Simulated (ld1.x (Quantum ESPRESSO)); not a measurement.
Configuration tests for cobalt (Co) (RRKJ)

```
Element                 : cobalt (Co)
Generator               : ld1.x (Quantum ESPRESSO) 7.5
Type                    : norm-conserving RRKJ (Kleinman–Bylander form)
Functional              : BP86
Relativity              : scalar-relativistic
Frozen core             : [Ne]
Valence charge          : 17
Reference configuration : 3s2 3p6 3d7 4s2 4p0
Partial waves           : 3s (bound): rc 1.05 bohr; 3p (bound): rc 1.20 bohr; 3d (bound): rc 0.90 bohr
Local potential         : all-electron potential smoothed inside 0.75 bohr (lloc = -1)
Core correction         : none
```

Occupied shells without a wave of their own: 4s. They enter only through the test configuration that unscreens the potential.

Energies are relative to the spin-unpolarised reference configuration 3s2 3p6 3d7 4s2 4p0; without spin polarisation the order of configurations can differ from experiment.

```
valence configuration  charge  ΔE all-electron (eV)  error AE − PS (meV)
  3s2 3p6 3d7 4s1 4p0      +1                 9.225                 -315
  3s2 3p6 3d7 4s0 4p0      +2                26.110                 -806
  3s2 3p6 3d6 4s0 4p0      +3                62.047                -1246
  3s1 3p6 3d7 4s2 4p0      +1               110.603                  +21
  3s2 3p6 3d8 4s0 4p0      +1                 6.661                 -466
  3s2 3p6 3d5 4s0 4p0      +4               117.450                -1739
  3s2 3p6 3d7 4s0 4p2       0                 9.051                 -526
```

Levels in the configuration 3s2 3p6 3d5 4s0 4p0:

| level | all-electron (eV) | pseudo (eV) |
| --- | --- | --- |
| 3s | -162.667 | -163.271 |
| 3p | -125.404 | -125.983 |
| 3d | -66.004 | -66.500 |

ld1.x printed “convergence not achieved” for 7 of the counted tests; their residual had stalled under 1e-8, short of the target of 1e-14. The 4s level has no wave, so the channel is fitted at the deeper level alone: the likely source of the large errors.
